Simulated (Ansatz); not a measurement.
`FC1=C[C@H](F)[C@H]1F` + H₂ → `FC1=CCC1F` + H–F at 500 K and 1 bar (hydrogenolysis of a C–F bond).

Gas-phase electronic energies from Ansatz, PBE0-D4/def2-TZVP geometries. CCSD(T)/CBS is the MP2 limit (def2-TZVPP, def2-QZVPP) plus CCSD(T) − MP2 in def2-TZVPP, frozen cores. This one scheme is used for every species.

| species | CCSD(T)/CBS energy (Eh) | H − E (kJ/mol) | S (J/(mol·K)) |
| --- | --- | --- | --- |
| `FC1=C[C@H](F)[C@H]1F` | -453.31350 | 211.0 | 384.5 |
| H₂ | -1.17544 | 41.0 | 145.5 |
| `FC1=CCC1F` | -354.12910 | 226.9 | 360.0 |
| H–F | -100.39570 | 39.4 | 188.7 |

H − E and S are ideal-gas, rigid-rotor, harmonic terms from PBE0-D4/def2-TZVP, for one conformer and one mirror image of each species. The MP2-based limit puts H₂ 0.8 mEh under its directly extrapolated value; such offsets cancel only in part. 1 Eh = 2625.50 kJ/mol, R = 8.31446 J/(mol·K).

Problem. By hand: ΔE, ΔH, ΔS and ΔG.

Solution. ΔE = (-354.12910) + (-100.39570) − (-453.31350) − (-1.17544) = -0.03586 Eh = -94.2 kJ/mol. Δ(H − E) = 226.9 + 39.4 − 211.0 − 41.0 = 14.3, so ΔH = -79.9 kJ/mol. ΔS = 360.0 + 188.7 − 384.5 − 145.5 = 18.7 J/(mol·K). ΔG = -79.9 − 500 × (18.7)/1000 = -89.2 kJ/mol.

Problem. By hand: the equilibrium constant, and the temperature at which ΔG would vanish if ΔH and ΔS stayed fixed.

Solution. log₁₀ K = −ΔG/(RT ln 10) = 9.3. ΔH and −TΔS have one sign here, so there is no such temperature.

ΔH outweighs TΔS. A doubt of 5 kJ/mol in ΔE shifts log₁₀ K by 0.5 here. Other conformers and mirror images would add mixing entropy, several J/(mol·K) or more a flexible species. These are equilibria of isolated gas molecules and say nothing of rates. Largest T1 diagnostic: 0.012 (customary marks: 0.02 for closed shells, 0.045 for open ones).
